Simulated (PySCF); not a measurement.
CH₃BF₂, singlet, at a GFN2-xTB geometry, atoms displaced at random by about 0.08 Å a coordinate; PBE0/STO-3G, gradient by finite differences (PySCF).

Here is a job for PySCF.
```python
from pyscf import gto, scf, dft

mol = gto.Mole()
mol.atom = '''
    B    -0.03367540   -0.09142701    0.10906491
    F     1.28683076   -0.29605946   -0.14993221
    F    -0.55742813   -0.46465297    1.12713857
    C    -0.74933308    0.91869528   -0.93362504
    H    -1.80889770    0.94735225   -0.73168611
    H    -0.68498270    0.27699530   -1.97325347
    H    -0.28399344    1.59962862   -1.39068139
'''
mol.basis = 'sto-3g'
mol.verbose = 4
mol.build()

mf = dft.RKS(mol)
mf.xc = 'pbe0'
mf.conv_tol = 1e-11
mf.kernel()
scan, done = mf.as_scanner(), []
scan.scf_summary = {}
def energy(d):
    c = mol.atom_coords()
    c[4, 0] += d
    e = scan(mol.set_geom_(c, unit='Bohr', inplace=False))
    done.append(scan.converged)
    return e
h = 1e-4
fd = (energy(h) - energy(-h)) / (2 * h)
print('dE/dx =', fd)
```

It wrote (shortened):

```
PySCF version 2.14.0

[INPUT] verbose = 4
[INPUT] num. atoms = 7
[INPUT] num. electrons = 32
[INPUT] charge = 0
[INPUT] spin (= nelec alpha-beta = 2S) = 0
[INPUT] symmetry False subgroup None
[INPUT] Mole.unit = angstrom
[INPUT] Symbol           X                Y                Z      unit          X                Y                Z       unit  Magmom
[...]
nuclear repulsion = 112.068745548839
number of shells = 15
number of NR pGTOs = 69
number of NR cGTOs = 23
basis = sto-3g
ecp = {}

******** <class 'pyscf.dft.rks.RKS'> ********
method = RKS
initial guess = minao
damping factor = 0
level_shift factor = 0
DIIS = <class 'pyscf.scf.diis.CDIIS'>
diis_start_cycle = 1
diis_space = 8
diis_damp = 0
SCF conv_tol = 1e-11
SCF conv_tol_grad = None
SCF max_cycles = 50
direct_scf = True
direct_scf_tol = 1e-13
XC library pyscf.dft.libxc version 7.1.2
    S. Lehtola, C. Steigemann, M. J. T. Oliveira, and M. A. L. Marques,  SoftwareX 7, 1–5 (2018)
XC functionals = pbe0
    C. Adamo and V. Barone,  J. Chem. Phys. 110, 6158 (1999)
    M. Ernzerhof and G. E. Scuseria,  J. Chem. Phys. 110, 5029 (1999)
radial grids:
    Treutler-Ahlrichs [JCP 102, 346 (1995); DOI:10.1063/1.469408] (M4) radial grids

becke partition: Becke, JCP 88, 2547 (1988); DOI:10.1063/1.454033
pruning grids: <function nwchem_prune>
grids dens level: 3
symmetrized grids: False
atomic radii adjust function: <function treutler_atomic_radii_adjust>
small_rho_cutoff = 0
Set gradient conv threshold to 3.16228e-06
Initial guess from minao.
tot grids = 86112
init E= -260.99969376373
[...]
cycle= 1 E= -260.49108949169  delta_E= 0.509  |g|= 0.497  |ddm|= 3.18
[...]
cycle= 2 E= -260.496482211595  delta_E= -0.00539  |g|= 0.536  |ddm|= 1.34
[...]
cycle= 3 E= -260.582682291874  delta_E= -0.0862  |g|= 0.0719  |ddm|= 0.674
[...]
cycle= 4 E= -260.584314183509  delta_E= -0.00163  |g|= 0.013  |ddm|= 0.113
[...]
cycle= 5 E= -260.584370662751  delta_E= -5.65e-05  |g|= 0.00299  |ddm|= 0.0202
[...]
cycle= 6 E= -260.584373318954  delta_E= -2.66e-06  |g|= 0.000432  |ddm|= 0.00427
[...]
cycle= 7 E= -260.584373384277  delta_E= -6.53e-08  |g|= 5.02e-05  |ddm|= 0.000685
[...]
cycle= 8 E= -260.584373385159  delta_E= -8.82e-10  |g|= 5.63e-06  |ddm|= 8.22e-05
[...]
cycle= 9 E= -260.584373385172  delta_E= -1.3e-11  |g|= 8.55e-07  |ddm|= 1e-05
[...]
cycle= 10 E= -260.584373385173  delta_E= -3.41e-13  |g|= 4.96e-08  |ddm|= 1.58e-06
[...]
Extra cycle  E= -260.584373385172  delta_E= 3.41e-13  |g|= 4.25e-08  |ddm|= 1.34e-07
[...]
converged SCF energy = -260.584373385172
converged SCF energy = -260.584372451196
[...]

WARN: Mole.unit (angstrom) is changed to Bohr

New geometry
   1 B     -0.033675400000  -0.091427010000   0.109064910000 AA   -0.063637283135  -0.172772009288   0.206102809700 Bohr
   2 F      1.286830760000  -0.296059460000  -0.149932210000 AA    2.431757705066  -0.559471295987  -0.283330814151 Bohr
   3 F     -0.557428130000  -0.464652970000   1.127138570000 AA   -1.053386499828  -0.878066856266   2.129983201734 Bohr
   4 C     -0.749333080000   0.918695280000  -0.933625040000 AA   -1.416034297277   1.736082471131  -1.764295628636 Bohr
   5 H     -1.808950617721   0.947352250000  -0.731686110000 AA   -3.418421240356   1.790236295990  -1.382686357048 Bohr
   6 H     -0.684982700000   0.276995300000  -1.973253470000 AA   -1.294429703065   0.523445254792  -3.728908632648 Bohr
   7 H     -0.283993440000   1.599628620000  -1.390681390000 AA   -0.536669822773   3.022859992816  -2.628006953629 Bohr

******** <class 'pyscf.scf.hf.RKS_Scanner'> ********
method = RKS_Scanner
initial guess = minao
damping factor = 0
level_shift factor = 0
DIIS = <class 'pyscf.scf.diis.CDIIS'>
diis_start_cycle = 1
diis_space = 8
diis_damp = 0
SCF conv_tol = 1e-11
SCF conv_tol_grad = None
SCF max_cycles = 50
direct_scf = True
direct_scf_tol = 1e-13
XC library pyscf.dft.libxc version 7.1.2
    S. Lehtola, C. Steigemann, M. J. T. Oliveira, and M. A. L. Marques,  SoftwareX 7, 1–5 (2018)
XC functionals = pbe0
    C. Adamo and V. Barone,  J. Chem. Phys. 110, 6158 (1999)
    M. Ernzerhof and G. E. Scuseria,  J. Chem. Phys. 110, 5029 (1999)
radial grids:
    Treutler-Ahlrichs [JCP 102, 346 (1995); DOI:10.1063/1.469408] (M4) radial grids

becke partition: Becke, JCP 88, 2547 (1988); DOI:10.1063/1.454033
pruning grids: <function nwchem_prune>
grids dens level: 3
symmetrized grids: False
atomic radii adjust function: <function treutler_atomic_radii_adjust>
small_rho_cutoff = 0
Set gradient conv threshold to 3.16228e-06
tot grids = 86112
init E= -260.584350079541
[...]
cycle= 1 E= -260.584374314368  delta_E= -2.42e-05  |g|= 2.81e-05  |ddm|= 8.9e-05
[...]
cycle= 2 E= -260.584374314543  delta_E= -1.75e-10  |g|= 2.12e-05  |ddm|= 7.47e-05
[...]
cycle= 3 E= -260.584374314685  delta_E= -1.41e-10  |g|= 4.44e-06  |ddm|= 3.42e-05
[...]
cycle= 4 E= -260.58437431469  delta_E= -5.63e-12  |g|= 1.14e-06  |ddm|= 7.1e-06
[...]
Extra cycle  E= -260.58437431469  delta_E= 2.84e-13  |g|= 1.32e-06  |ddm|= 3.34e-06
converged SCF energy = -260.58437431469
dE/dx = 0.009317472517977876
```
